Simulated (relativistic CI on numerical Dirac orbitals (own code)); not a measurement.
# Ni3+ in a cubic cluster: 2p photoemission with charge transfer

Computed with a charge-transfer multiplet model of a cubic metal-ligand cluster with up to 3 ligand holes, Slater and spin-orbit integrals from Dirac-Coulomb-Breit ions, Slater integrals scaled by 0.7. The ground state mixes d7 with configurations of k ligand holes L, whose averages lie at kΔ + k(k − 1)U_dd/2; a core hole lowers each added d electron by U_cd. 300 K, Lorentzian 0.6 eV and Gaussian 0.8 eV FWHM.

Atomic integrals in eV (Slater integrals scaled, ζ unscaled), ground: F2dd 9.255, F4dd 5.778, zeta_d 0.089; with the core hole: F2dd 10.444, F4dd 6.555, zeta_d 0.124, zeta_core 11.400, F2cd 6.313, G1cd 4.879, G3cd 2.777.

Cluster parameters (eV): Δ = -1.1, U_cd = 7.9, 10Dq = 0.85, 10Dq(ligand) = 0.4, V(eg) = 2.05, V(t2g) = -0.97, final-state hopping factor = 0.8.

Weights, n_d and S are thermal averages at 300 K. Binding energies count from the first peak over 30 % of the highest in each spectrum, which can be another peak from case to case. The parameters are a model scan and need not match a compound or its usual spin state. Peaks in eV (height, largest 100): 0.0 (100), 5.6 (18), 7.9 (13), 12.6 (6), 14.3 (7), 17.7 (52), 23.5 (8), 24.7 (11).

(1) Which parameters give this spectrum?
A. U_dd = 5.1 eV
B. U_dd = 5.8 eV
C. U_dd = 4.4 eV
D. U_dd = 6.5 eV
E. U_dd = 8.6 eV

## Answers

(1) E. U_dd = 8.6 eV; the ground state then has 7.79 d electrons and S = 0.54. The choice follows from running the model for each set and comparing peak positions and heights.
